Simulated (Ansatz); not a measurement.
`O[Si](O)(F)[SeH]` + `[SiH3][O][SnH3]` → `O[Si](O)(F)O[SiH3]` + `[SeH][SnH3]`  (redistribution)

Isolated molecules relaxed with PBE0-D4/def2-TZVP in Ansatz; ΔE leaves out vibrations. CCSD(T)/CBS adds triple-zeta CCSD(T) − MP2 to the extrapolated MP2 energy (def2 sets, frozen cores). Functionals use def2-TZVPP. B3LYP here is the variant with VWN-RPA as its local correlation; programs differ in this. HSE06 is defined as in plane-wave codes. def2 core potentials past Kr. For Se, Sn outer-core shells are correlated without core-valence functions, which leaves a few kJ/mol of doubt a bond. Scalar relativity is left out up to krypton. Each species was taken in one conformer, which may not be the lowest.

```
             level  ΔE (kcal/mol)  difference from CCSD(T)/CBS
       LDA (SPW92)          -28.0                          0.9
            PBE-D4          -26.0                          2.9
         revPBE-D4          -25.3                          3.6
           BLYP-D4          -27.1                          1.8
         r2SCAN-D4          -28.6                          0.3
            B97M-V          -27.4                          1.5
           PBE0-D4          -28.6                          0.3
        r2SCANh-D4          -29.4                         -0.5
        r2SCAN0-D4          -30.6                         -1.7
          HSE06-D4          -28.7                          0.2
          BHLYP-D4          -31.7                         -2.8
      CAM-B3LYP-D4          -29.6                         -0.7
           ωB97X-V          -27.9                          1.0
           ωB97M-V          -28.8                          0.1
            B2PLYP          -29.2                         -0.3
          PBE-QIDH          -29.6                         -0.7
            revPBE          -25.8                          3.1
              BLYP          -27.6                          1.3
            r2SCAN          -28.6                          0.3
              PBE0          -28.8                          0.1
             B3LYP          -29.7                         -0.8
           r2SCANh          -29.4                         -0.5
           r2SCAN0          -30.6                         -1.7
             HSE06          -28.9                          0.0
             BHLYP          -32.1                         -3.2
         CAM-B3LYP          -29.8                         -0.9
           LC-ωPBE          -27.7                          1.2
RPA@PBE/def2-TZVPP          -27.8                          1.1
       HF/def2-SVP          -33.6                         -4.7
      MP2/def2-SVP          -28.0                          0.9
     CCSD/def2-SVP          -29.4                         -0.5
  CCSD(T)/def2-SVP          -28.5                          0.4
     HF/def2-TZVPP          -34.3                         -5.4
   CCSD/def2-TZVPP          -30.0                         -1.1
     HF/def2-QZVPP          -34.4                         -5.5
    MP2/def2-QZVPP          -28.6                          0.3
SCS-MP2/def2-QZVPP          -28.7                          0.2
      HF/CBS(def2)          -34.5                         -5.6
     MP2/CBS(def2)          -28.6                          0.3
    CCSD/CBS(def2)          -30.0                         -1.1
       CCSD(T)/CBS          -28.9                            0
```

Largest T1 diagnostic among the species: 0.013.

Leaving LDA and LC-ωPBE aside and taking each functional with its dispersion term where it has one, the values spread over 6.4 kcal/mol, from BHLYP-D4 to revPBE-D4. LDA lies −1.8 kcal/mol from PBE without D4. From r2SCAN to r2SCAN0 (25 % exact exchange), in def2-TZVPP and without D4, ΔE moves by −2.0 kcal/mol.
